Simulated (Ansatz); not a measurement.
System: CH₄N₂S, charge 0, singlet. CH4N2S (SMILES NC(N)=S).
B3LYP-D3(BJ)/def2-TZVP minimum from Ansatz (an electronic-structure program):
```
C
N 1 1.3610
H 2 1.0053 1 115.76
H 2 1.0078 3 116.85 1 -150.36
N 1 1.3610 2 114.68 3 -171.37
H 5 1.0053 1 115.76 2 -171.37
H 5 1.0078 6 116.85 1 -150.36
S 1 1.6622 2 122.66 3 8.63
```

Quantity: atomisation energy (electronic, to ground-state atoms), in kcal/mol. Open shells are spin-unrestricted; no spin-orbit coupling. CBS(X,Y): correlation extrapolated as X^-3, Hartree-Fock from the larger set. A bracket is a step between two methods taken in the basis named. Functionals run without relativity, which enters their misses. Double hybrids freeze cores in their MP2 part. 'core' is core correlation in cc-pwCVTZ (1s frozen past Ne), 'X2C' scalar relativity in cc-pVTZ-DK, both at CCSD(T). Where a partner has so few electrons that a lower coupled-cluster level is exact, that level stands in.

CCSD(T)/CBS(cc-pV(T+d)Z,cc-pV(Q+d)Z) + [CCSDT(Q) - CCSD(T)]/cc-pV(D+d)Z + core + X2C (Ansatz) gives 698.8 kcal/mol.

### Question
What does PBE/def2-TZVPD (Ansatz) give here, and how do the other levels compare?

### Answer
PBE gives 726.1 kcal/mol, 27.3 kcal/mol above it. Differences of the others: r2SCAN/def2-TZVPD (Ansatz) -0.4; B3LYP/def2-TZVPD (Ansatz) -0.8; wB97M-V/def2-TZVPD (Ansatz) 5.4; B2PLYP/def2-TZVPD (Ansatz) -8.3; CCSD(T)/CBS(cc-pV(T+d)Z,cc-pV(Q+d)Z) + core + X2C (Ansatz) -0.9 kcal/mol. Nearer than PBE: r2SCAN/def2-TZVPD, B3LYP/def2-TZVPD, wB97M-V/def2-TZVPD, B2PLYP/def2-TZVPD, CCSD(T)/CBS(cc-pV(T+d)Z,cc-pV(Q+d)Z) + core + X2C.
